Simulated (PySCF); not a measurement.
B(H)(OH)2 (BH3O2), SMILES OBO.

Geometry: PBE-D3(BJ)/def2-TZVP. Other conformers were not sampled.

Calculation: PySCF with TDA-ωB97X/def2-SVPD.

Vertical excitations. The molecule is in vacuum. State labels are in the subgroup Cs.

Computed excitation energies, oscillator strengths and character:
| state | symmetry | energy (eV) | λ (nm) | f | main pairs |
|---|---|---|---|---|---|
| S1 | A" | 8.83 | 140 | 0.000 | HOMO→LUMO 78 % |
| S2 | A" | 8.90 | 139 | 0.030 | HOMO−1→LUMO+2 89 % |
| S3 | A' | 9.29 | 133 | 0.007 | HOMO−1→LUMO 71 %, HOMO−1→LUMO+1 16 % |
| S4 | A" | 9.44 | 131 | 0.068 | HOMO→LUMO+1 76 %, HOMO−3→LUMO 15 % |
| S5 | A' | 9.61 | 129 | 0.104 | HOMO→LUMO+2 78 % |
| S6 | A" | 10.06 | 123 | 0.001 | HOMO−2→LUMO+2 90 % |
| S7 | A' | 10.07 | 123 | 0.040 | HOMO−2→LUMO 43 %, HOMO−2→LUMO+1 20 %, HOMO−1→LUMO+1 19 %, HOMO−1→LUMO 7 % |
| S8 | A' | 10.56 | 117 | 0.286 | HOMO−1→LUMO+1 48 %, HOMO−2→LUMO 11 %, HOMO−2→LUMO+1 9 %, HOMO−1→LUMO+3 8 % |
| S9 | A' | 10.86 | 114 | 0.288 | HOMO−1→LUMO+3 64 % |
| S10 | A" | 10.90 | 114 | 0.053 | HOMO→LUMO+3 57 %, HOMO−3→LUMO 21 %, HOMO→LUMO 9 % |
| T1 | A' | 8.13 | 153 | 0 | HOMO→LUMO+2 90 % |
| T2 | A" | 8.15 | 152 | 0 | HOMO−1→LUMO+2 88 % |
| T3 | A" | 8.60 | 144 | 0 | HOMO→LUMO 75 % |
| T4 | A' | 8.95 | 138 | 0 | HOMO−1→LUMO 71 %, HOMO−1→LUMO+1 14 % |
Triplets are in the Tamm–Dancoff approximation.
